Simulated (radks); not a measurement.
Question: Species: Ce XV. Configuration: [Kr] 4d8. Calculated with a radial shooting solver on a logarithmic mesh with Libxc functionals: Dirac Kohn-Sham, exchange-only PBE, spin-unpolarised, spherical densities, finite nucleus; open shells fill j = l - 1/2 first; Fermi nuclear charge, rms radius 4.8771 fm. Some entries of the table are withheld. Estimate them.

orbital,occ.,eigenvalue (hartree),<r> (bohr)
1s1/2,2,-1488.665,0.02457
2s1/2,2,-246.7009,0.1047
2p1/2,2,-233.5139,(1)
2p3/2,4,-217.0940,(2)
3s1/2,2,-60.81602,0.2779
3p1/2,2,-55.23420,0.2675
3p3/2,4,-51.99463,0.2796
3d3/2,4,-42.24542,0.2506
3d5/2,6,-41.54827,0.2544
4s1/2,2,-19.60645,0.6225
4p1/2,2,(3),0.6361
4p3/2,4,(4),0.6597
4d3/2,4,-13.23291,0.6909
4d5/2,4,-13.09262,0.6983

Answer: 
(1) 2p1/2 <r> (bohr): 0.08793
(2) 2p3/2 <r> (bohr): 0.09413
(3) 4p1/2 eigenvalue (hartree): -17.49202
(4) 4p3/2 eigenvalue (hartree): -16.74453
